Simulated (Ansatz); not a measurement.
Method: Ansatz (a program for electronic structure) with PBE-D3(BJ)/def2-SVP. No frequencies were computed at this level.

Ansatz 0.2 input:
```yaml
crystal:
  periodic: [false, false, false]
  atoms:
    - { symbol: B, position_ang: [3.573402, -0.851129, -0.207027] }
    - { symbol: C, position_ang: [2.057994, -0.559206, -0.110392] }
    - { symbol: C, position_ang: [1.569892, 0.767786, 0.017109] }
    - { symbol: C, position_ang: [0.238119, 1.088875, 0.106542] }
    - { symbol: Si, position_ang: [-0.289691, 2.895739, 0.276663] }
    - { symbol: C, position_ang: [-0.708104, 0.031658, 0.069602] }
    - { symbol: C, position_ang: [-2.101161, 0.23195, 0.15123] }
    - { symbol: C, position_ang: [-2.944071, -0.84508, 0.108668] }
    - { symbol: C, position_ang: [-2.387209, -2.131624, -0.016039] }
    - { symbol: N, position_ang: [-1.109252, -2.360672, -0.095029] }
    - { symbol: C, position_ang: [-0.258054, -1.313099, -0.055879] }
    - { symbol: C, position_ang: [1.121194, -1.577167, -0.143633] }
    - { symbol: H, position_ang: [4.344051, 0.027745, -0.166212] }
    - { symbol: H, position_ang: [3.948879, -1.95204, -0.319414] }
    - { symbol: H, position_ang: [2.30021, 1.564785, 0.043713] }
    - { symbol: H, position_ang: [-1.01663, 3.084437, 1.536424] }
    - { symbol: H, position_ang: [-1.150336, 3.274236, -0.848406] }
    - { symbol: H, position_ang: [0.916149, 3.722036, 0.274394] }
    - { symbol: H, position_ang: [-2.486902, 1.237339, 0.246471] }
    - { symbol: H, position_ang: [-4.015035, -0.724227, 0.168447] }
    - { symbol: H, position_ang: [-3.028382, -3.003771, -0.051486] }
    - { symbol: H, position_ang: [1.424941, -2.608567, -0.238] }
basis:
  gaussian: { orbitals: def2-svp }
hamiltonian:
  xc: pbe
  dispersion: d3bj
relax:
  max_steps: 150
```

Output:

```
Functional definition: PBE
2524 factors; their error is unknown
mean field evaluation 1: about -19495.2116 eV, gradient 6.8e1 eV
mean field evaluation 2: about -19480.4156 eV, gradient 1.0e2 eV
mean field evaluation 4: about -19508.4802 eV, gradient 1.4e1 eV
mean field evaluation 8: about -19509.0385 eV, gradient 3.0e-1 eV
mean field evaluation 16: about -19508.8615 eV, gradient 1.8e-3 eV
mean field -19508.86144864 eV, -716.9374346563 hartree, gradient 2.5e-5 eV, S^2 0.000000; 0 other end points of the search recorded, 0 dependent functions left out
reference -19508.86149909 eV, -716.9374365104 hartree; 45, 45 occupied and 177, 177 virtual orbitals, 2524 factors
relax step   1: F+E_penalty+E_count = -19509.62304800 eV  Δ(F+E_penalty+E_count) = +0.000e0 eV  max|allowed force component| = 1.157e0 eV/Å  Δτ_max = 0.0000 Å  (34 SCF iters, accepted)
these checks for a lower state are left out or cut short: starts, cluster_reference, orbital_swaps, neighbouring_geometries, increment
2524 factors; their error is unknown
mean field -19509.08903777 eV, -716.9457984026 hartree, gradient 1.8e-5 eV, S^2 0.000000; 0 other end points of the search recorded, 0 dependent functions left out
reference -19509.08908884 eV, -716.9458002793 hartree; 45, 45 occupied and 177, 177 virtual orbitals, 2524 factors
relax step   2: F+E_penalty+E_count = -19509.84466847 eV  Δ(F+E_penalty+E_count) = -2.216e-1 eV  max|allowed force component| = 3.816e-1 eV/Å  Δτ_max = 0.0548 Å  (34 SCF iters, accepted)
these checks for a lower state are left out or cut short: starts, cluster_reference, orbital_swaps, neighbouring_geometries, increment
2524 factors; their error is unknown
mean field evaluation 32: about -19509.1105 eV, gradient 5.2e-1 eV
mean field -19509.11113218 eV, -716.9466103571 hartree, gradient 1.7e-5 eV, S^2 0.000000; 0 other end points of the search recorded, 0 dependent functions left out
reference -19509.11118348 eV, -716.9466122424 hartree; 45, 45 occupied and 177, 177 virtual orbitals, 2524 factors
relax step   3: F+E_penalty+E_count = -19509.86459324 eV  Δ(F+E_penalty+E_count) = -1.992e-2 eV  max|allowed force component| = 5.812e-2 eV/Å  Δτ_max = 0.0192 Å  (35 SCF iters, accepted)
these checks for a lower state are left out or cut short: starts, cluster_reference, orbital_swaps, neighbouring_geometries, increment
2524 factors; their error is unknown
mean field -19509.11112745 eV, -716.9466101835 hartree, gradient 1.8e-5 eV, S^2 0.000000; 0 other end points of the search recorded, 0 dependent functions left out
reference -19509.11117876 eV, -716.9466120688 hartree; 45, 45 occupied and 177, 177 virtual orbitals, 2524 factors
relax step   4: F+E_penalty+E_count = -19509.86459643 eV  Δ(F+E_penalty+E_count) = -3.192e-6 eV  max|allowed force component| = 5.780e-2 eV/Å  Δτ_max = 0.0002 Å  (36 SCF iters, accepted)
these checks for a lower state are left out or cut short: starts, cluster_reference, orbital_swaps, neighbouring_geometries, increment
2524 factors; their error is unknown
mean field -19509.11110497 eV, -716.9466093573 hartree, gradient 1.8e-5 eV, S^2 0.000000; 0 other end points of the search recorded, 0 dependent functions left out
reference -19509.11115629 eV, -716.9466112431 hartree; 45, 45 occupied and 177, 177 virtual orbitals, 2524 factors
relax step   5: F+E_penalty+E_count = -19509.86446094 eV  Δ(F+E_penalty+E_count) = +1.355e-4 eV  max|allowed force component| = 9.205e-2 eV/Å  Δτ_max = 0.0106 Å  (36 SCF iters, rejected (line search))
these checks for a lower state are left out or cut short: starts, cluster_reference, orbital_swaps, neighbouring_geometries, increment
2524 factors; their error is unknown
mean field -19509.11147424 eV, -716.9466229277 hartree, gradient 1.8e-5 eV, S^2 0.000000; 0 other end points of the search recorded, 0 dependent functions left out
reference -19509.11152555 eV, -716.9466248134 hartree; 45, 45 occupied and 177, 177 virtual orbitals, 2524 factors
relax step   6: F+E_penalty+E_count = -19509.86489987 eV  Δ(F+E_penalty+E_count) = -3.034e-4 eV  max|allowed force component| = 1.380e-3 eV/Å  Δτ_max = 0.0053 Å  (36 SCF iters, accepted)
2524 factors; their error is unknown
mean field evaluation 64: about -19509.1115 eV, gradient 1.8e-5 eV
mean field -19509.11147424 eV, -716.9466229277 hartree, gradient 1.8e-5 eV, S^2 0.000000; 1 other end points of the search recorded, 0 dependent functions left out
reference -19509.11152555 eV, -716.9466248134 hartree; 45, 45 occupied and 177, 177 virtual orbitals, 2524 factors
Total energy: -19509.86495118 eV, -716.9743126945 hartree
Atom 0 at     3.591811    -0.861632    -0.208090 Å, force    -0.000986    -0.000184     0.001327 eV/Å
Atom 1 at     2.080959    -0.554347    -0.111022 Å, force    -0.000664    -0.000459    -0.000796 eV/Å
Atom 2 at     1.595277     0.792559     0.018333 Å, force    -0.001123     0.000469     0.000153 eV/Å
Atom 3 at     0.241599     1.106615     0.108675 Å, force     0.000247     0.000568     0.000013 eV/Å
Atom 4 at    -0.284360     2.916377     0.277619 Å, force     0.000978     0.000191    -0.000216 eV/Å
Atom 5 at    -0.714436     0.030310     0.070565 Å, force    -0.000055    -0.000157     0.000143 eV/Å
Atom 6 at    -2.122642     0.228561     0.154496 Å, force     0.000835    -0.000659     0.000106 eV/Å
Atom 7 at    -2.972446    -0.864597     0.110177 Å, force     0.000045    -0.000314    -0.000037 eV/Å
Atom 8 at    -2.410793    -2.166984    -0.019112 Å, force     0.000091     0.000662     0.000305 eV/Å
Atom 9 at    -1.112474    -2.404074    -0.100900 Å, force     0.001057    -0.001148    -0.000375 eV/Å
Atom 10 at    -0.260160    -1.334823    -0.058607 Å, force    -0.001355    -0.000077     0.000043 eV/Å
Atom 11 at     1.136779    -1.589672    -0.146586 Å, force     0.001380     0.001038     0.000297 eV/Å
Atom 12 at     4.406398     0.043127    -0.174669 Å, force     0.000968    -0.000362    -0.000991 eV/Å
Atom 13 at     3.972932    -2.012255    -0.318059 Å, force     0.000243    -0.000310    -0.000123 eV/Å
Atom 14 at     2.343331     1.601751     0.045573 Å, force     0.000223     0.000125     0.000150 eV/Å
Atom 15 at    -1.047196     3.148360     1.555612 Å, force    -0.000539     0.000236    -0.000395 eV/Å
Atom 16 at    -1.175061     3.337436    -0.861819 Å, force     0.000042     0.000154     0.000018 eV/Å
Atom 17 at     0.955755     3.763668     0.278271 Å, force     0.000239    -0.000055     0.000343 eV/Å
Atom 18 at    -2.529992     1.247373     0.253955 Å, force    -0.000948     0.000058     0.000292 eV/Å
Atom 19 at    -4.063774    -0.739841     0.172952 Å, force    -0.000373    -0.000259     0.000030 eV/Å
Atom 20 at    -3.079233    -3.046957    -0.055378 Å, force    -0.000310     0.000303    -0.000214 eV/Å
Atom 21 at     1.447730    -2.640953    -0.244240 Å, force     0.000004     0.000180    -0.000072 eV/Å
Dipole moment:    -0.501452     0.234037     0.042578 e Å
```

Cost: roughly 110 core-seconds.
